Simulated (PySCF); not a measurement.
## Correlation energy of Te²⁺ (tellurium, charge +2)

[Kr] 4d10 5s2 5p2, high-spin 3P determinant. Computed with PySCF 2.14 in cc-pVTZ-PP with ECP28MDF (5s4p3d1f, 39 functions), with scalar relativity through the core potential. Frozen: 4s2 4p6 4d10; 4 electrons correlated.

MP2 pair energies summed by pair of shells (mhartree):

```tsv
pair	energy	share (%)
5s-5p	-29.74	62.8
5s-5s	-12.99	27.4
5p-5p	-4.65	9.8
```

Total MP2 correlation energy: -47.38 mhartree.

Same-spin part -7.75 and opposite-spin part -39.63 mhartree; SCS-MP2 scales them by 1/3 and 6/5 to -50.14 mhartree.

```csv
level,correlation energy (mhartree)
CCSD,-60.88
(T),-1.27
CCSD(T),-62.15
```

Diagnostics: T1 = 0.0064, D1 = 0.0170, largest double amplitude 0.092.

Is a single reference adequate?

Mostly. T1 lies below 0.03, but a double amplitude of this size points to a near-degeneracy that CCSD handles and MP2 describes poorly.
